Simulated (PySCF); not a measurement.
Compound: CH₇GeN.
Bonds: C1–Ge2, Ge2–N3. Hydrogens: H4, H5, H6 on C1; H7, H8 on Ge2; H9, H10 on N3.

Method used: PBE0-D3(BJ)/def2-SVP geometry optimisation, gas phase (PySCF).

Problem. Give the optimised bond lengths and angles.

Solution. 
```tsv
bond	length (Å)	order
C1–Ge2	1.946	single
Ge2–N3	1.843	single
C1–H4, C1–H5, C1–H6	1.100	single
Ge2–H7	1.542	single
Ge2–H8	1.554	single
N3–H9, N3–H10	1.017	single
```

Bonds in one row agree within 0.01 Å and their mean is given. Orders are formal, as drawn. A selection of angles:
```tsv
angle	degrees
Ge2–C1–H4	110.8
Ge2–C1–H5	109.8
H4–C1–H5	109.0
H4–C1–H6	108.2
C1–Ge2–N3	107.5
C1–Ge2–H7	111.7
C1–Ge2–H8	109.5
N3–Ge2–H7	105.9
N3–Ge2–H8	114.1
H7–Ge2–H8	108.2
Ge2–N3–H9	114.0
H9–N3–H10	107.7
```

N3 (nitrogen bonded to Ge and 2 H) is pyramidal (angles 114.0°, 113.8° and 107.7°, sum 335.5°, 0.35 Å off the plane of its three neighbours). Ge2 (germanium bonded to C, N and 2 H) is distorted tetrahedral (angles from 105.9° to 114.1°).

No frequency check. One conformer, not necessarily the lowest (C1–Ge2–N3–H 64° and -172°).
